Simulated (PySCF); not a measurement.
**Electron correlation in Sn (tin, neutral)**

[Kr] 4d10 5s1 5p2 6s1, high-spin 5P determinant (an excited configuration). Computed with PySCF 2.14 in aug-cc-pwCVTZ-DK3 (10s9p7d4f1g, 109 functions), with scalar relativity by spin-free X2C-1e. Frozen: [Kr] 4d10; 4 electrons correlated.

| level | correlation energy (mhartree) |
| --- | --- |
| CCSD | -18.95 |
| (T) | -0.34 |
| CCSD(T) | -19.29 |

Diagnostics: T1 = 0.012, D1 = 0.0329, largest double amplitude 0.036.

The outer electron is Rydberg-like, and this basis confines it to a smaller radius and binds it less than a complete one would.

Cost of the coupled-cluster step: about 27 core-seconds, for 4 correlated electrons.
